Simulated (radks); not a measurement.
Task: Pt4+, configuration [Kr] 4d10 4f14 5s2 5p4 5d6 6s2 (not the ground configuration). All-electron calculation, Dirac Kohn-Sham, LDA (Slater exchange, Perdew-Wang correlation), spin-unpolarised, spherical densities, point nucleus; open shells fill j = l - 1/2 first. Program: a radial shooting solver on a logarithmic mesh with Libxc functionals. Some entries of the table are withheld. Estimate them.

| orbital | occ. | eigenvalue (hartree) | <r^2> (bohr^2) |
|---|---|---|---|
| 1s1/2 | 2 | -2878.151 | 0.0004064 |
| 2s1/2 | 2 | -507.2801 | 0.006149 |
| 2p1/2 | 2 | -486.4016 | (1) |
| 2p3/2 | 4 | -422.9178 | (2) |
| 3s1/2 | 2 | -120.9742 | 0.04000 |
| 3p1/2 | 2 | -111.5919 | 0.03650 |
| 3p3/2 | 4 | -97.63864 | 0.04296 |
| 3d3/2 | 4 | -81.98017 | (3) |
| 3d5/2 | 6 | -78.97043 | (4) |
| 4s1/2 | 2 | -27.85541 | 0.1947 |
| 4p1/2 | 2 | -23.87702 | 0.1990 |
| 4p3/2 | 4 | -20.54359 | 0.2324 |
| 4d3/2 | 4 | -14.01848 | 0.2466 |
| 4d5/2 | 6 | -13.39816 | 0.2585 |
| 5s1/2 | 2 | -6.03796 | 0.9799 |
| 4f5/2 | 6 | -5.04505 | (5) |
| 4f7/2 | 8 | -4.91699 | (6) |
| 5p1/2 | 2 | -4.72907 | 1.133 |
| 5p3/2 | 2 | -4.12790 | 1.333 |
| 5d3/2 | 4 | -2.29042 | 2.054 |
| 5d5/2 | 2 | -2.21478 | 2.159 |
| 6s1/2 | 2 | (7) | 4.969 |
| 6p1/2 | 0 | -1.40873 | 6.251 |
| 6p3/2 | 0 | -1.29994 | 7.140 |
| 7s1/2 | 0 | -0.78363 | 18.39 |

Result: 
(1) 2p1/2 <r^2> (bohr^2): 0.004358
(2) 2p3/2 <r^2> (bohr^2): 0.005549
(3) 3d3/2 <r^2> (bohr^2): 0.03300
(4) 3d5/2 <r^2> (bohr^2): 0.03476
(5) 4f5/2 <r^2> (bohr^2): 0.3142
(6) 4f7/2 <r^2> (bohr^2): 0.3228
(7) 6s1/2 eigenvalue (hartree): -1.75832
